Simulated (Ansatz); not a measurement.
`C=C=CCl` and `C=C=C(Cl)O[SiH3]` differ in one atom or group.

Ansatz, PBE0-D4/def2-TZVP geometries, multiplicity 1. Each molecule was computed in one conformer, which needn't be the lowest.

```
                                        property  `C=C=CCl`
size of the dipole moment (B3LYP/def2-TZVPP) / D       1.62
             HOMO energy (B3LYP/def2-TZVPP) / eV      -7.13
           HOMO energy (ωB97M-V/def2-TZVPP) / eV      -9.53
  zero-point energy (PBE0-D4/def2-TZVP) / kJ/mol      123.8
             LUMO energy (B3LYP/def2-TZVPP) / eV      -0.96
              HOMO energy (PBE0/def2-TZVPP) / eV      -7.36
```

(1) Give the same properties after the change, and the shifts. (Estimate.)

## Answers

(1) Computed: 
```csv
property,`C=C=C(Cl)O[SiH3]`,shift
size of the dipole moment (B3LYP/def2-TZVPP) / D,0.72,-0.90
HOMO energy (B3LYP/def2-TZVPP) / eV,-6.66,0.47
HOMO energy (ωB97M-V/def2-TZVPP) / eV,-9.04,0.49
zero-point energy (PBE0-D4/def2-TZVP) / kJ/mol,176.9,53.1
LUMO energy (B3LYP/def2-TZVPP) / eV,-1.07,-0.11
HOMO energy (PBE0/def2-TZVPP) / eV,-6.86,0.50
```

With PBE0 the HOMO rises by 0.50 eV and the LUMO falls by 0.12 eV, so the gap narrows by about 0.62 eV. PBE moves the HOMO by 0.49 eV and ωB97M-V by 0.49 eV. The zero-point energy changes by 53.1 kJ/mol with +12 modes. Dipoles are sizes alone; their direction can turn.

B3LYP here is the variant with VWN-RPA as its local correlation; programs differ in this.
